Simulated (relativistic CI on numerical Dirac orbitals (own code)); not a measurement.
**Cr⁺ in a cubic cluster: 3p photoemission with charge transfer**

Computed with a charge-transfer multiplet model of a cubic metal-ligand cluster with up to one ligand hole, Slater and spin-orbit integrals from Dirac-Coulomb-Breit ions, Slater integrals scaled by 0.8. The ground state mixes d5 with configurations of k ligand holes L, whose averages lie at kΔ + k(k − 1)U_dd/2; a core hole lowers each added d electron by U_cd. 20 K, Lorentzian 0.9 eV and Gaussian 0.8 eV FWHM.

Atomic integrals in eV (Slater integrals scaled, ζ unscaled), ground: F2dd 6.636, F4dd 4.082, zeta_d 0.022; with the core hole: F2dd 7.795, F4dd 4.847, zeta_d 0.028, zeta_core 0.660, F2cd 8.726, G1cd 10.871, G3cd 6.554.

Cluster parameters (eV): U_dd = 5.7, U_cd = 7.3, 10Dq = 0.45, 10Dq(ligand) = 0.9, V(eg) = 2.05, V(t2g) = -1.08, final-state hopping factor = 0.8.

```tsv
Case	n_d	d5	d6L	S
Δ = 9.5 eV	5.08	0.92	0.08	2.50
Δ = 10.5 eV	5.07	0.93	0.07	2.50
Δ = 12.5 eV	5.05	0.95	0.05	2.50
```

Weights, n_d and S are thermal averages at 20 K. Binding energies count from the first peak over 30 % of the highest in each spectrum, which can be another peak from case to case. The parameters are a model scan and need not match a compound or its usual spin state. Peaks in eV (height, largest 100):
- Δ = 9.5 eV: 0.0 (100), 2.3 (29), 16.5 (42)
- Δ = 10.5 eV: 0.0 (100), 2.4 (29), 16.6 (43)
- Δ = 12.5 eV: 0.0 (100), 2.5 (29), 16.8 (44)

For the case Δ = 9.5 eV, Δ = 9.5 eV is larger than U_dd = 5.7 eV, the Mott-Hubbard side of the Zaanen-Sawatzky-Allen scheme. With the core hole the configuration with one ligand hole lies at Δ − U_cd = 2.2, 3.2, 5.2 eV from the one without, in the order of the table; where this is negative the screened configuration lies lower, though the effective hopping of about 2.7 eV (from the holes of the mixed ground state) mixes the two strongly wherever it is as large as the gap.
